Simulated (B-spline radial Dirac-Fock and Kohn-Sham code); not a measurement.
Dipole and non-dipole photoemission parameters of Ga³⁺ 3p1/2

System: the Ga³⁺ ion in the configuration 1s2 2s2 2p6 3s2 3p6 3d10; threshold 146.0 eV (orbital energy of the model). Method: Dirac-Hartree-Slater photoionisation with a Latter tail; cross sections with all multipoles, angular parameters from the dipole term and its interference with E2. Computed with a radial B-spline solver.

The run's input, task.json:

```json
{"items": [{
  "Z": 31,
  "q": 3,
  "cfg": [[1, 0, 2], [2, 0, 2], [2, 1, 6], [3, 0, 2], [3, 1, 6], [3, 2, 10]],
  "A": 69,
  "rrms": 3.9973,
  "do": "xps",
  "hv": [58.8, 68.5, 75.5, 92.2, 100, 200, 266.0, 283.0, 341.0, 367.0, 482.0, 553.0, 919.0, 1000, 1010.0, 1050.0, 1240.0, 1750.0, 2984.4, 3140.0, 3170.0, 4000, 6000, 7870.0, 8047.8, 9720.0, 9990.0, 11100.0, 14100.0, 15000]
}]}
```

Command: `python xray2_run.py task.json out`

For linearly polarised light dσ/dΩ = σ/(4π) [1 + β P₂(cos θ) + (δ + γ cos²θ) sin θ cos φ], with θ from the polarisation vector and φ the angle between the beam and the projection of the electron momentum on the plane normal to the polarisation.

```
hν (eV)  σ (kb)      β       γ      δ
    200     227  0.602   0.148  0.045
    266     227  1.178   0.168  0.013
    283     220  1.251   0.150  0.009
    341     190  1.409   0.083  0.003
    367     177  1.452   0.058  0.001
    482     127  1.557  -0.010  0.000
    553     104  1.586  -0.022  0.000
    919    42.5  1.611   0.055  0.004
   1000    35.8  1.605   0.084  0.005
   1010    35.1  1.604   0.087  0.005
   1050    32.4  1.600   0.102  0.006
   1240    22.6  1.580   0.174  0.008
   1750       ?      ?       ?      ?
 2984.4    2.57  1.361   0.698  0.038
   3140    2.24  1.344   0.731  0.041
   3170    2.18  1.340   0.738  0.041
   4000    1.14  1.256   0.893  0.058
   6000   0.346  1.093   1.164  0.098
   7870   0.150  0.976   1.337  0.136
 8047.8   0.140  0.966   1.351  0.139
   9720  0.0767  0.883   1.463  0.172
   9990  0.0702  0.871   1.479  0.177
  11100  0.0499  0.825   1.539  0.197
  14100  0.0226  0.722   1.669  0.250
  15000  0.0184  0.697   1.701  0.265
```

Q: Give the values at 1750 eV.

A: σ = 10.2 kb, β = 1.514, γ = 0.357, δ = 0.015.
